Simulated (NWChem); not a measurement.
System: C3HBFNO; SMILES C#CB(F)N=C=O

```xyz
8

C      2.3758     1.3838     0.2416
C      1.5932     0.4609     0.1540
B      0.5861    -0.6751     0.0438
F      1.0025    -1.9371     0.0595
N     -0.8136    -0.4433    -0.0778
C     -1.7261     0.3464    -0.1533
O     -2.6705     1.0374    -0.2330
H      3.0722     2.1896     0.3196
```
Atoms are numbered in this order, from 1.

Computed with NWChem. Pople sets run with spherical d functions. Coordinates come from a B3LYP/6-31G* (spherical d) optimisation. Isolated, static molecule.

GIAO at B3LYP/6-31G*: principal shieldings of B3 are 82.0, 97.0, 104.0 ppm; an isolated boron trifluoride molecule has σ = 102.6 ppm at the same levels.

Task: Find the isotropic 11B shift, its principal values, the span and the skew.

Result: 
1. σ(iso) = one third of the sum = 94.3 ppm.
2. δ = σ(reference) − σ = 8.3 ppm against boron trifluoride.
3. δ11, δ22, δ33 = 20.6, 5.6, -1.4 ppm.
4. Span Ω = δ11 − δ33 = 22.0 ppm; skew κ = 3(δ22 − δ(iso))/Ω = -0.36.
